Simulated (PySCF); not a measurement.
# TlC⁺ at LDA

Computed with LDA; PySCF, scalar-relativistic core potentials, basis sets Tl def2-SVP with ECP60, C def2-SVP.

- state: ³Π (triplet), unpaired electrons σ ↑, π ↑
- bond length: 2.784 Å
- harmonic wavenumber: 197 cm⁻¹
- force constant: 0.260 mdyn/Å
- rotational constant Be: 0.1919 cm⁻¹
- anharmonicity ωexe: 2.24 cm⁻¹
- vibration–rotation constant αe: 0.00266 cm⁻¹
- bond order (Mayer): 0.38
- dipole moment (positive dipole points towards C; it is taken about the centre of mass and depends on that origin): 1.60 D

Spin–orbit coupling is left out, which matters for elements this heavy, above all for dissociation energies. The state is the lowest determinant that a PBE0 search found; another state may lie lower at other levels.
